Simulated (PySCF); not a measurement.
Species: acenaphthylene, C₁₂H₈.
SMILES with atom numbers: `[CH:1]1=[CH:2][c:3]2[cH:4][cH:5][cH:6][c:7]3[cH:8][cH:9][cH:10][c:11]1[c:12]23`

Cartesian coordinates in Å at the GFN2-xTB level; atoms count from 1:
```
atom  x, y, z in Å
C1     0.1941    2.4257    0.3314
C2    -1.1308    2.1550    0.3297
C3    -1.3296    0.7245    0.1361
C4    -2.4011   -0.1279    0.0500
C5    -2.1526   -1.5026   -0.1459
C6    -0.8880   -2.0276   -0.2566
C7     0.2406   -1.1777   -0.1729
C8     1.6122   -1.5163   -0.2587
C9     2.5693   -0.5370   -0.1485
C10    2.2582    0.8244    0.0508
C11    0.9381    1.1879    0.1372
C12   -0.0352    0.1710    0.0220
H13    0.6480    3.3927    0.4552
H14   -1.9274    2.8668    0.4512
H15   -3.4204    0.2224    0.1290
H16   -3.0031   -2.1670   -0.2106
H17   -0.7506   -3.0892   -0.4065
H18    1.9024   -2.5464   -0.4107
H19    3.6122   -0.8147   -0.2158
H20    3.0584    1.5466    0.1307
```

NICS is the negative of the GIAO shielding at a point without a nucleus: at the ring centre (0) and 1 Å above and below it (1); zz is the component along the ring normal. Level: GIAO PBE0/pcSseg-1 (PySCF, non-relativistic, gas phase) on the GFN2-xTB geometry, one conformer.

Ring bond lengths (Å), with Mayer bond orders in brackets: C1–C2 1.352 (1.71), C2–C3 1.457 (1.10), C3–C12 1.412 (1.23), C12–C11 1.412 (1.23), C11–C1 1.457 (1.10); C3–C4 1.372 (1.44), C4–C5 1.411 (1.33), C5–C6 1.374 (1.57), C6–C7 1.415 (1.23), C7–C12 1.390 (1.27), C12–C3 1.412 (1.23); C7–C8 1.415 (1.23), C8–C9 1.374 (1.57), C9–C10 1.411 (1.33), C10–C11 1.372 (1.44), C11–C12 1.412 (1.23), C12–C7 1.390 (1.27).

Q: What do the NICS probes read (ppm)?

A: 
| ring | type | NICS(0) | NICS(1), two faces | NICS(1)zz, two faces | rms pucker (Å) | centre to ring atoms, mean (Å) |
| --- | --- | --- | --- | --- | --- | --- |
| C1–C2–C3–C12–C11 | 5-membered carbocycle; formal bonds 2 aromatic, 1 double, 2 single | 4.5 | -0.9 / -0.9 | 5.3 / 5.3 | 0.00 | 1.21 |
| C3–C4–C5–C6–C7–C12 | 6-membered carbocycle; formal bonds all aromatic | -7.0 | -10.1 / -10.1 | -23.8 / -23.8 | 0.00 | 1.40 |
| C7–C8–C9–C10–C11–C12 | 6-membered carbocycle; formal bonds all aromatic | -7.0 | -10.1 / -10.1 | -23.8 / -23.8 | 0.00 | 1.40 |

Q: What do they say, and how far can they be read as aromaticity?

A: 
- C1–C2–C3–C12–C11: mean NICS(1)zz 5.3 ppm, deshielded. That is too small in size for a clear verdict by the NICS criterion, though in fused rings the probe also feels the neighbouring ring. NICS(0) lies 5 ppm above the mean NICS(1).
- C3–C4–C5–C6–C7–C12: mean NICS(1)zz -23.8 ppm, shielded, aromatic by this magnetic criterion (flat ring, no four-coordinate atom), though in fused rings the probe also feels the neighbouring ring.
- C7–C8–C9–C10–C11–C12: mean NICS(1)zz -23.8 ppm, shielded, aromatic by this magnetic criterion (flat ring, no four-coordinate atom), though in fused rings the probe also feels the neighbouring ring.

Q: And the bond-length index? HOMA takes Krygowski's 1993 parameters.

A: 
- C1–C2–C3–C12–C11: HOMA 0.38 = 1 − EN − GEO, with mean bond length 1.418 Å, EN = α(Ropt − mean)² = 0.236 and GEO = α × variance = 0.384.
- C3–C4–C5–C6–C7–C12: HOMA 0.90 = 1 − EN − GEO, with mean bond length 1.396 Å, EN = α(Ropt − mean)² = 0.015 and GEO = α × variance = 0.084. The geometric and the magnetic index point the same way.
- C7–C8–C9–C10–C11–C12: HOMA 0.90 = 1 − EN − GEO, with mean bond length 1.396 Å, EN = α(Ropt − mean)² = 0.015 and GEO = α × variance = 0.084. The geometric and the magnetic index point the same way.

Q: At the second NICS(1) probe listed for ring C7–C8–C9–C10–C11–C12, 1 Å off the ring, what do the in-plane components average?

A: The isotropic value is a third of the trace: (3 × -10.1 − (-23.8))/2 = -3.2 ppm.

Q: How shielded are the nuclei of the rings and their hydrogens (means over atoms taken as equivalent)?

A: 
| atoms | environment | σ isotropic (ppm) | principal values of the symmetric part, first atom (ppm) |
| --- | --- | --- | --- |
| C1 (×2) | alkene CH carbon | 51.4 | -47.4, 60.2, 141.4 |
| C3 (×2) | substituted aromatic carbon | 41.6 | -44.2, 12.9, 156.3 |
| C4 (×2) | aromatic CH carbon | 56.0 | -35.8, 30.7, 173.2 |
| C5 (×2) | aromatic CH carbon | 54.5 | -52.3, 43.2, 172.6 |
| C6 (×2) | aromatic CH carbon | 53.1 | -47.1, 38.7, 167.7 |
| C7 | ring-fusion aromatic carbon | 55.0 | -18.5, -13.4, 196.8 |
| C12 | ring-fusion aromatic carbon | 53.4 | -17.7, 0.2, 177.7 |
| H13 (×2) | vinylic hydrogen | 24.51 | 21.8, 24.6, 27.1 |
| H15 (×2) | aromatic hydrogen | 23.73 | 19.2, 24.8, 27.2 |
| H16 (×2) | aromatic hydrogen | 23.91 | 19.5, 25.1, 27.1 |
| H17 (×2) | aromatic hydrogen | 23.68 | 19.2, 24.3, 27.5 |
